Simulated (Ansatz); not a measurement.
Reaction (substitution at a C–N bond): `OC([SiH3])N[SiH3]` + H–F → `OC(F)[SiH3]` + `N[SiH3]`

Calculated with Ansatz (gas phase, PBE0-D4/def2-TZVP geometries, no zero-point term in ΔE). CBS: MP2 limit from def2 TZ/QZ plus the TZ coupled-cluster correction, frozen cores. This one scheme is used for every species. One conformer a species, not always the lowest.

`OC([SiH3])N[SiH3]`:

```xyz
14

O     1.660    1.149   -0.558
C     0.768    0.140   -0.127
Si    0.839   -1.251   -1.428
N    -0.570    0.637    0.056
Si   -1.490    0.437    1.498
H     1.535    1.910    0.021
H     1.093   -0.265    0.846
H     0.066   -2.408   -0.905
H     2.230   -1.677   -1.726
H     0.184   -0.746   -2.664
H    -1.040    0.882   -0.803
H    -0.628    0.810    2.652
H    -1.976   -0.952    1.739
H    -2.671    1.333    1.399
```

H–F:

Cartesian coordinates in Å:
```
F 0.052 0.173 0.423
H -0.052 -0.173 -0.423
```

`OC(F)[SiH3]`:

```xyz
9

O     0.352   -1.341   -0.855
C    -0.067   -0.036   -0.719
F     0.806    0.819   -1.397
Si   -0.060    0.426    1.137
H     0.213   -1.632   -1.763
H    -1.047    0.129   -1.189
H     1.294    0.181    1.687
H    -0.422    1.860    1.259
H    -1.069   -0.406    1.840
```

`N[SiH3]`:

Cartesian coordinates in Å:
```
N -1.013 -0.320 -0.102
Si 0.588 0.257 0.150
H -1.234 -1.280 0.105
H -1.538 0.002 -0.899
H 1.011 -0.152 1.515
H 1.622 -0.245 -0.804
H 0.563 1.738 0.035
```

| species | SCS-MP2/def2-QZVPP energy (Eh) |
| --- | --- |
| `OC([SiH3])N[SiH3]` | -751.36723 |
| H–F | -100.36288 |
| `OC(F)[SiH3]` | -504.97172 |
| `N[SiH3]` | -346.75344 |

Q: Work out ΔE.

A: ΔE = (-504.97172) + (-346.75344) − (-751.36723) − (-100.36288) = 0.00495 Eh = +13.0 kJ/mol. CCSD(T)/CBS gives +14.3 kJ/mol.

Largest T1 diagnostic among the species: 0.012.

From PBE to PBE0 (25 % exact exchange), in def2-TZVPP and without D4, ΔE moves by +3.7 kJ/mol. In def2-TZVPP, CCSD(T) changes the Hartree–Fock value by +27.1 kJ/mol (the triples alone add +3.2 kJ/mol) and MP2 by +35.6 kJ/mol. The D4 term adds +14.2 kJ/mol with B3LYP and +8.1 kJ/mol with PBE0; it sums over pairs of atoms, weighted by their polarisabilities, and B3LYP, whose exchange is more repulsive, gets the larger term.

B3LYP here is the variant with VWN-RPA as its local correlation; programs differ in this.
